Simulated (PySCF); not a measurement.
## From a computed spectrum to the compound

A species of 5 atoms with charge 1 has these harmonic modes (PBE0, small Gaussian bases with core potentials, PySCF 2.14.0):

```tsv
cm⁻¹	km/mol	symmetry
62	0.6	a
130	0.2	a
209	62.7	b
312	6.5	a
340	10.6	b
382	103.4	b
388	8.9	a
2659	0.0	a
2659	29.9	b
```

**Question.** Which species is it, and in which structure?

**Answer.** [Sm(SH)2]+ (singlet in the valence; each metal's 4f electrons, 5 of them, lie in its core potential, out of spins and levels):
```xyz
5

Sm    0.0000    0.0000   -0.4915
S     1.9053   -0.0892    1.1606
H     2.8872   -0.2256    0.2303
S    -1.9053    0.0892    1.1606
H    -2.8872    0.2256    0.2303
```
Ideal gas at 298.15 K and 1 bar: S = 359.7 J/(mol K), Cp = 83.4 J/(mol K), H − H(0 K) = 19.0 kJ/mol (rigid rotor, harmonic modes, spin degeneracy alone, that of the 4f electrons in the core included). An lcecp potential fixes the number of 4f electrons, so in runs with it no electron can move into or out of that shell.
 The answer isn't unique; the calculation gave this one.
